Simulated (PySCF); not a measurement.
Start geometry of `C[Si]1(OC=CO1)Cl` from a GFN2-xTB structure with every atom displaced at random (by about 0.01 Å) (Å):
```
atom  x, y, z in Å
C1    -1.950    0.299   -0.385
Si2   -0.427   -0.142    0.584
Cl3   -0.900   -0.671    2.461
O4     0.554   -1.282   -0.160
C5     1.760   -0.765   -0.412
C6     1.891    0.507   -0.017
O7     0.772    1.024    0.554
H8    -1.727    0.624   -1.414
H9    -2.659   -0.509   -0.406
H10   -2.490    1.146    0.102
H11    2.466   -1.413   -0.858
H12    2.749    1.154   -0.073
```

Q: What comes out of this run: PBE0-D3(BJ)/def2-SVP geometry optimisation, gas phase in PySCF 2.14.0?

A: 
```
atom  x, y, z in Å
C1    -2.0107    0.3849   -0.1757
Si2   -0.3970   -0.1363    0.5377
Cl3   -0.6661   -0.7952    2.4687
O4     0.4446   -1.2844   -0.3661
C5     1.7146   -0.7964   -0.5644
C6     1.9147    0.4494   -0.1134
O7     0.8166    1.0320    0.4740
H8    -1.8683    0.7568   -1.2007
H9    -2.7109   -0.4634   -0.1938
H10   -2.4552    1.1830    0.4376
H11    2.4269   -1.4557   -1.0578
H12    2.8276    1.0414   -0.1528
```

The energy falls by 3.4 kcal/mol over 7 energy and gradient evaluations, the largest force component goes from 0.0295 to 3.7e-04 Eh/bohr, and the atoms move by 0.077 Å rms after alignment. The bond that changes most is Si2–Cl3 (chlorine-bound silicon to silicon-bound chlorine), which lengthens by 0.051 Å. Bonds longer at the end by more than 0.005 Å: 8 of 12; shorter: 2. Among the angles that change most is Si2–O4–C5, from 110.4° to 107.3°. Rotational constants go from 2917, 1542, 1347 to 2794, 1552, 1347 MHz. The orientation of the end geometry is arbitrary; only internal coordinates are fixed.

The run used 131 basis functions and 48 SCF cycles in all.

PBE0-D3(BJ)/def2-SVP frequencies: not computed here.
